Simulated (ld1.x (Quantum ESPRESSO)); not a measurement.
## Ranking TM potentials for phosphorus

All share these settings but for the change named:

| Property | Result |
| --- | --- |
| Element | P |
| Generator | ld1.x (Quantum ESPRESSO) 7.5 |
| Type | norm-conserving Troullier–Martins (Kleinman–Bylander form) |
| Functional | Wu–Cohen |
| Relativity | scalar-relativistic |
| Frozen core | [Ne] |
| Valence charge | 5 |
| Reference configuration | 3s2 3p3 |
| Partial waves | 3s (bound): rc 1.30 bohr; 3p (bound): rc 1.55 bohr |
| Local potential | all-electron potential smoothed inside 1.45 bohr (lloc = -1) |
| Core correction | Bessel-smoothed model core, default radius (core density twice the valence density) |

Cutoff: the first of the cutoffs (Ry, on a coarse ladder) from which the occupation-weighted sum of valence levels, in a spherical-Bessel basis at the reference potential, stays within 10 and 1 mRy of its value at 400 Ry; the density cutoff is not measured.

The base gives 35 Ry.

Of 8 variants that were run, those that failed, showed a ghost or another fault, or gave nearly equal values are left out.

A variant can come out equal or close to the base.

**Question.** Rank these variants from softest to hardest (loose cutoff).
A. local potential the p channel
B. non-relativistic
C. wave 3s (bound): rc 1.30 bohr becomes 3s (bound): rc 1.14 bohr
D. reference 3s1 3p4

**Answer.** D (21 Ry), B (35 Ry), A (40 Ry), C (55 Ry).
